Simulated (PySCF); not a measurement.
## Correlation energy of Cu (copper, neutral)

[Ar] 3d9 4s1 4p1, one real determinant (an excited configuration). Computed with PySCF 2.14 in x2c-TZVPPall with one added diffuse shell each of s, p, d, f type (7s6p5d3f1g, 80 functions), with scalar relativity by spin-free X2C-1e. Frozen: [Ne]; 19 electrons correlated.

```csv
level,correlation energy (mhartree)
CCSD,-644.86
(T),-14.64
CCSD(T),-659.50
```

Diagnostics: T1 = 0.014, D1 = 0.0433, largest double amplitude 0.026.

Question: Is a single reference adequate?

Answer: Yes: T1 lies below 0.03 and no double amplitude reaches 0.07.

The reference is one real determinant that mixes LS terms of this configuration.

This basis was not built for core-valence correlation, so the inner-shell part is incomplete.
